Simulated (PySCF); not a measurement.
Below is a simulated gas-phase Si 2p photoelectron spectrum of Si(vinyl)2(SiH3)2, `C=C[Si]([SiH3])([SiH3])C=C`.

Every computed line was given a Gaussian of 0.4 eV full width at half maximum and an area set by the number of equivalent atoms (split 2:1 within a doublet); the highest printed point is 100. Theory: delta-SCF UKS SCAN, pcX-2 on the ionised atom, pcseg-1 elsewhere, spin-free X2C in PySCF 2.14.0.

```csv
binding energy (eV),intensity
105.3,0
105.4,2
105.5,8
105.6,21
105.7,40
105.8,60
105.9,80
106.0,96
106.1,100
106.2,86
106.3,63
106.4,47
106.5,44
106.6,48
106.7,49
106.8,42
106.9,26
107.0,12
107.1,4
107.2,1
107.3,0
```

Problem. Count the maxima, the lines and the sites behind this envelope.

Solution. The curve has 2 maxima (at 106.1 and 106.7 eV). Under it lie 4 lines from 2 inequivalent silicon sites, each drawn as a 2p3/2, 2p1/2 pair. At this width some lines have no maximum of their own.

Problem. Decompose the envelope and assign each component. Bonds: Si1–C2, Si1–C7, Si1–Si12, Si1–Si16, C2–C3, C7–C8. Hydrogens: H4 on C2; H5, H6 on C3; H9 on C7; H10, H11 on C8; H13, H14, H15 on Si12; H17, H18, H19 on Si16.

Solution. 
| position (eV) | relative area | line | atoms | environment |
| --- | --- | --- | --- | --- |
| 105.81 | 0.67 | Si 2p3/2 | Si1 | silicon bonded to 2 C and 2 Si |
| 106.10 | 1.33 | Si 2p3/2 | Si12/Si16 | silicon bonded to Si and 3 H |
| 106.44 | 0.33 | Si 2p1/2 | Si1 | silicon bonded to 2 C and 2 Si |
| 106.73 | 0.67 | Si 2p1/2 | Si12/Si16 | silicon bonded to Si and 3 H |

Problem. What are the centre and the root-mean-square width of the whole band?

Solution. The area-weighted mean of the lines is 106.22 eV. Their own spread about it is 0.32 eV (rms) and each Gaussian has σ = 0.4/2.355 = 0.17 eV; the variances add, which gives 0.37 eV.

The listed Si 2p3/2 values span 0.29 eV, from Si1 (bonded to 2 C and 2 Si) to Si12/Si16 (bonded to 3 H and Si).

No satellites, vibrations or lifetime broadening are included. Topologically equivalent atoms share the value of their first member; where this conformer doesn't relate them by symmetry, their own values could differ. Spin–orbit and ligand-field terms were added within each 2p shell after the spin-free SCF. 2p1/2 minus 2p3/2 (ligand field included): Si 0.62 eV. Isolated species at its PBE0-D3(BJ)/def2-SVP geometry (one conformer only).
